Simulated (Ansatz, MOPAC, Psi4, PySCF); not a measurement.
Dimer: CH4O (SMILES CO) (first 6 atoms) with H4OSi (SMILES O[SiH3]); geometry from B3LYP-D3(BJ)/def2-TZVP, rigid monomers moved along the line of their centres of mass till O2···H9 is 3.20 Å.
(charge 0, multiplicity 1):
```xyz
12

C     -0.0629     0.0915     0.1839
O     -0.9976     0.3478     1.2362
H     -0.1007    -0.9507    -0.1428
H      0.9253     0.2959     0.5903
H     -0.2389     0.7514    -0.6690
H     -1.8898     0.1680     0.9225
O      0.4300    -1.3130     4.7745
Si     1.5245    -0.5188     5.7035
H      0.0090    -0.8221     4.0448
H      2.6146     0.0781     4.8849
H      2.1069    -1.5129     6.6306
H      0.9115     0.5804     6.4935
```

```json
[
 {"level": "AM1", "interaction energy (meV)": "-44.1", "cost": "-"},
 {"level": "PM7", "interaction energy (meV)": "-107.8", "cost": "-"},
 {"level": "BP86/6-31G* (no counterpoise)", "interaction energy (meV)": "-102.5", "cost": "-"},
 {"level": "r2SCAN-D3(BJ)/def2-TZVPPD", "interaction energy (meV)": "-94.1", "cost": "×2"},
 {"level": "r2SCAN-D4/def2-TZVPPD", "interaction energy (meV)": "-93.8", "cost": "×2"},
 {"level": "B3LYP/6-31G*", "interaction energy (meV)": "-89.1", "cost": "-"},
 {"level": "B3LYP/6-311+G** (no counterpoise)", "interaction energy (meV)": "-95.4", "cost": "-"},
 {"level": "B3LYP-D3(BJ)/def2-TZVPPD", "interaction energy (meV)": "-94.7", "cost": "×2"},
 {"level": "PBE0/def2-TZVPPD", "interaction energy (meV)": "-85.3", "cost": "×2"},
 {"level": "PBE0-D4/def2-TZVPPD", "interaction energy (meV)": "-98.2", "cost": "×2"},
 {"level": "M06-2X/6-31G* (no counterpoise)", "interaction energy (meV)": "-115.9", "cost": "-"},
 {"level": "wB97X-V/def2-TZVPPD", "interaction energy (meV)": "-95.0", "cost": "×3"},
 {"level": "CCSD(T)/aug-cc-pV(D+d)Z", "interaction energy (meV)": "-93.0", "cost": "×20"},
 {"level": "SAPT0/jun-cc-pV(D+d)Z", "interaction energy (meV)": "-104.8", "cost": "-"}
]
```

The rows run from -115.9 (M06-2X/6-31G* (no counterpoise)) to -44.1 meV (AM1). The dispersion term adds -12.9 in PBE0-D4.

Monomers are frozen at their geometry in the pair; levels with a basis set take the counterpoise correction. Rows marked so take none.

Frozen-core correlation. Rows in 6-311+G**, 6-31G* carry no dispersion term and start afresh at each structure (6-31G* with six Cartesian d functions). The state that AM1, PM7 reach isn't checked; PM7 holds dispersion and hydrogen-bond terms.

The values were computed with Ansatz (a program for electronic structure); MOPAC for AM1, PM7 (differences of heats of formation); Psi4 for SAPT; PySCF for 6-311+G** rows, 6-31G* rows, the dispersion terms. 

Costs are rough ratios of core time to PBE/def2-TZVPPD (about 10 s over the structures, on one shared machine); a dash marks a level with no comparable run of its own.
